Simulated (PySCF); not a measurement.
# EPR parameters of C8H8N

C8H8N (doublet state).
SMILES with atom numbers: `[CH2:1][C@@H:2]1[CH:3]=[CH:4][C:5]([CH2:6][C:7]#[N:8])=[CH:9]1` (hydrogens: H10, H11 on C1; H12 on C2; H13 on C3; H14 on C4; H15, H16 on C6; H17 on C9)

Cartesian coordinates in Å at the GFN2-xTB level; atoms count from 1:
```xyz
17
C8H8N angstrom
C     -2.6286   -0.4820   -0.2518
C     -1.5624    0.1271    0.5666
C     -0.9568    1.3017   -0.1743
C      0.3452    1.0788   -0.3817
C      0.7155   -0.2004    0.2006
C      2.1139   -0.7441    0.1665
C      2.9699    0.0762    0.9892
N      3.6281    0.7413    1.6452
C     -0.3680   -0.7603    0.7574
H     -3.6463   -0.1617   -0.1477
H     -2.3616   -1.0900   -1.0937
H     -1.9648    0.4623    1.5286
H     -1.5432    2.1424   -0.4932
H      1.0410    1.7296   -0.8819
H      2.5047   -0.7310   -0.8564
H      2.1372   -1.7693    0.5447
H     -0.4309   -1.7085    1.2585
```

The hyperfine couplings belong to this conformer and change with its torsions.

Computed with UKS B3LYP, pcH-1 on C H N, non-relativistic, mean-field spin-orbit, GIAO (PySCF). The structure is a single GFN2-xTB conformer in the gas phase; no vibrational or solvent corrections. The geometry wasn't refined by DFT: couplings that depend on bond lengths, twists or pyramidal angles can differ widely from those at the functional's own minimum. Stability of the SCF solution: not tested.

* g1, g2, g3: 2.00215, 2.00270, 2.00291
* g_iso: 2.00259
* Form of g: rhombic: the two nearest values differ by 28 % of g3 − g1
* ⟨S²⟩: 0.7541 (exact 0.7500)
* α and β electrons: 32, 31
* HOMO–LUMO gap, α and β orbitals: 4.52, 4.67 eV
* Basis functions: 305

Hyperfine couplings atom by atom, in mT; T1 to T3 are the principal values of the dipolar part; ρ(0) is the spin density at the nucleus (MHz turned into mT with g_iso):

| atom | isotope | a_iso | T1 | T2 | T3 | Mulliken spin population | ρ(0) (bohr⁻³) |
| --- | --- | --- | --- | --- | --- | --- | --- |
| C1 | 13C | 3.58 | -2.86 | -2.85 | 5.71 | 1.06 | 0.0892 |
| C2 | 13C | -1.02 | -0.09 | 0.01 | 0.08 | -0.07 | -0.0255 |
| C3 | 13C | 2.74 | -0.34 | -0.17 | 0.51 | 0.02 | 0.0682 |
| C4 | 13C | 0.18 | -0.15 | -0.10 | 0.25 | 0.05 | 0.0044 |
| C5 | 13C | -0.11 | -0.06 | 0.02 | 0.04 | -0.01 | -0.0027 |
| C6 | 13C | 0.02 | -0.01 | -0.01 | 0.02 | 0.00 | 0.0004 |
| C7 | 13C | -0.01 | 0.00 | 0.00 | 0.01 | 0.00 | -0.0004 |
| N8 | 14N | 0.00 | 0.00 | 0.00 | 0.00 | 0.00 | 0.0000 |
| C9 | 13C | 0.85 | -0.14 | -0.10 | 0.24 | 0.03 | 0.0213 |
| H10 | 1H | -2.16 | -1.38 | -0.01 | 1.40 | -0.05 | -0.0136 |
| H11 | 1H | -2.14 | -1.36 | -0.03 | 1.40 | -0.04 | -0.0134 |
| H12 | 1H | 1.05 | -0.18 | -0.16 | 0.34 | 0.01 | 0.0066 |
| H13 | 1H | -0.08 | -0.18 | -0.09 | 0.27 | 0.00 | -0.0005 |
| H14 | 1H | 0.14 | -0.09 | -0.04 | 0.13 | 0.00 | 0.0009 |
| H15 | 1H | 0.02 | -0.02 | -0.02 | 0.04 | 0.00 | 0.0001 |
| H16 | 1H | 0.00 | -0.03 | -0.02 | 0.05 | 0.00 | 0.0000 |
| H17 | 1H | -0.09 | -0.14 | -0.07 | 0.21 | 0.00 | -0.0006 |

The largest Mulliken spin populations are on C1 (+1.06) and C2 (-0.07). C1 is the only atom above +0.15. The positive populations add up to 1.17 and the negative ones to -0.17, together 2S = 1. The angles at C1 add up to 358.7°, so it is planar; its axial dipolar tensor and the negative couplings of its protons fit spin in a p orbital normal to that plane.

Axes: g3 points within 5° of the C1–H11 bond.

Under fast tumbling the dipolar parts average out, and these isotropic splittings remain: 2 × 1H (H10/H11, I = 1/2, 3 lines) with 2.15 mT, 1 × 1H (H12, I = 1/2, 2 lines) with 1.05 mT, 1 × 1H (H14, I = 1/2, 2 lines) with 0.14 mT, 1 × 1H (H17, I = 1/2, 2 lines) with 0.09 mT and 1 × 1H (H13, I = 1/2, 2 lines) with 0.08 mT.

Means are taken over nuclei equivalent by connectivity, which assumes that they swap fast.

The 13C coupling of C1 (100.3 MHz) shows only in satellite lines or after enrichment, since that isotope makes up about 1.07 % of natural carbon.

Examples of negative spin density at the nucleus (bohr⁻³): C2 (-0.0255), H10/H11 (-0.0135) and C5 (-0.0027).
